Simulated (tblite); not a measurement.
Species: CH7F2GeSi2 (doublet state).
Bonds: F1–C2, C2–F3, C2–Si4, Si4–Ge5, Ge5–Si6. Hydrogens: H7 on C2; H8 on Si4; H9, H10 on Ge5; H11, H12, H13 on Si6.

Computed with GFN2-xTB (tblite), gas phase: L-BFGS steps from a force-field or distance-geometry start until the largest atomic force falls under 0.01 eV/Å.

Geometry at step 5:
```
atom  x, y, z in Å
F1     -2.1584    0.9850   -1.3238
C2     -2.0989    0.5451   -0.0290
F3     -3.3837    0.5832    0.4223
Si4    -1.3475   -1.2699    0.0424
Ge5     0.8285   -1.0128   -0.7528
Si6     2.0196    0.6076    0.4262
H7     -1.5582    1.3409    0.5201
H8     -1.3206   -1.5091    1.5048
H9      1.4837   -2.3700   -0.6261
H10     0.8022   -0.7101   -2.2271
H11     2.0163    0.2414    1.8420
H12     3.3832    0.6840   -0.0832
H13     1.3295    1.8851    0.2664
```

Problem. Give the atomic forces at this geometry.

Solution. 
```csv
atom,Fx (eV/Å),Fy (eV/Å),Fz (eV/Å)
F1,0.136,-0.148,-0.045
C2,-0.123,0.140,0.029
F3,0.015,-0.070,0.049
Si4,-0.208,0.151,0.061
Ge5,-0.137,0.080,0.094
Si6,0.130,0.050,0.002
H7,0.025,-0.228,0.041
H8,-0.110,0.035,-0.033
H9,0.008,-0.008,-0.209
H10,0.085,-0.188,-0.080
H11,0.044,0.031,0.027
H12,0.096,0.092,0.051
H13,0.040,0.061,0.014
```

The largest, 0.26 eV/Å, acts on Si4; the rms over all components is 0.101 eV/Å. The forces sum to zero within rounding, as they must for an isolated molecule in no field.

Problem. Give the force on Si4 in Eh/bohr and in nN.

Solution. 0.264 eV/Å ÷ 51.422 = 0.00514 Eh/bohr, and 0.264 eV/Å × 1.602 = 0.42 nN.

Problem. How far is this geometry from the end of the optimisation?

Solution. 0.233 eV above it, and 1.138 Å rms away after alignment. The bonds farthest from their final lengths, with half the difference of the two atoms' forces along the bond (positive lengthens):

| bond | now (Å) | final (Å) | force along bond (eV/Å) |
| --- | --- | --- | --- |
| Ge5–Si6 | 2.331 | 2.364 | +0.03 |
| Si4–Ge5 | 2.331 | 2.353 | +0.02 |
| Ge5–H10 | 1.505 | 1.522 | +0.06 |
| Ge5–H9 | 1.512 | 1.527 | +0.06 |
| C2–Si4 | 1.966 | 1.952 | -0.02 |
| C2–H7 | 1.108 | 1.096 | -0.09 |

The angle farthest from its final value is Si4–Ge5–Si6, 112.4° against 124.1°.

Of the 6 listed bonds off by 0.010 Å or more, this force points towards the final length in 6.

What follows is the cost of the whole relaxation. Hardware: Arm Neoverse V1, one thread, no GPU, shared host with 32 logical CPUs at a one-minute load of 17. Cost: 1.4 s.
